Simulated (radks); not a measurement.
Q: The mean radii <r> (bohr) of the occupied orbitals of an atom or ion are listed with their occupations. All-electron calculation, scalar-relativistic Kohn-Sham, PBEsol, spin-polarised, spherical densities, finite nucleus; Fermi nuclear charge, rms radius of each element as measured or else 0.836 A^(1/3) + 0.57 fm. Program: a radial shooting solver on a logarithmic mesh with Libxc functionals.

| orbital | occ. | <r> |
|---|---|---|
| 1s | 2 | 0.1990 |
| 2s | 2 | 0.9322 |

Name the element and its charge. Open shells, if any, are filled with parallel spins first.

A: Z = 8, oxygen, charge +4: O4+ in [He] 2s2. The 1s radius gives Z: for a bare nucleus <r> = (2 gamma + 1)/(2Z) with gamma = sqrt(1 - (Z/c)^2), 0.1873 bohr for Z = 8, and screening makes it slightly larger (0.1990 here). The occupations add up to 4, and the charge is Z minus that.
